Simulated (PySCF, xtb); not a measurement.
CHO, SMILES [C][OH+] (connectivity only; charge and spin as stated), charge +1, multiplicity 1.

GFN2-xTB run with xtb at its own geometry gives an orbital gap of 5.46 eV.

Geometry: PBE0-D3(BJ)/def2-TZVPD.

Q: What does M06-2X/def2-TZVPD in PySCF give? (The exact figures need the calculation; the answer reports its results.)

A: gap 12.41 eV (levels -20.83 and -8.42 eV).
